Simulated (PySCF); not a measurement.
## Stationary points of [IO2]+

Method: PySCF, PBE, basis I def2-TZVP with ECP28, O def2-TZVP (scalar-relativistic core potentials, no spin–orbit coupling, density fitting).

Relaxations began from a few typed shapes. The search is not exhaustive: other isomers or separated fragments can lie lower, and high-lying points may rest on an excited occupation.

Question: Which is the lowest minimum found?
A. singlet D∞h: I–O 1.859 Å (×2); O–I–O 180.0°
B. singlet C2v: I–O 1.782 Å (×2); O–I–O 110.8°

Answer: B. The others lie at 184.1 (singlet D∞h, a saddle point) kJ/mol above it.

Counting electrons, iodine keeps 2 of its valence electrons outside its bonds, so the VSEPR class is AX2E1 and the expected shape is bent (C2v), as computed.
